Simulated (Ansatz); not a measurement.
`F[SiH2]N([SiH3])[SiH3]` from Hartree–Fock to CCSD(T)

```xyz
13

F     2.296    0.843   -1.209
Si    1.500    0.845    0.178
N     0.014    0.005    0.040
Si   -1.477    0.895   -0.121
Si   -0.041   -1.737   -0.006
H     2.390    0.196    1.165
H     1.203    2.258    0.512
H    -1.891    1.502    1.170
H    -1.333    1.975   -1.130
H    -2.522   -0.068   -0.558
H    -0.514   -2.224   -1.326
H     1.336   -2.236    0.244
H    -0.961   -2.253    1.041
```

The species carries charge 0 and has multiplicity 1. The structure was optimised at the PBE0-D4/def2-TZVP level. It is one conformer, not always the lowest. Frozen core, restricted reference, Ansatz 0.2.0. CBS rows extrapolate triple and quadruple zeta; past MP2 they add the triple-zeta difference.

```json
{"basis": "def2-SVP", "HF (Eh)": "-1025.07712", "MP2 corr.": "-0.65184"}
{"basis": "def2-TZVPP", "HF (Eh)": "-1025.59571", "MP2 corr.": "-0.83522"}
{"basis": "def2-QZVPP", "HF (Eh)": "-1025.63186", "MP2 corr.": "-0.90253"}
```

Task: Estimate the CCSD correlation energy and the (T) correction in each basis where they were run (hartree).

Result: 
| basis | CCSD corr. | (T) |
| --- | --- | --- |
| def2-SVP | -0.71624 | -0.01613 |
| def2-TZVPP | -0.89381 | -0.02965 |
| CBS(def2) | -1.01099 | as TZ |
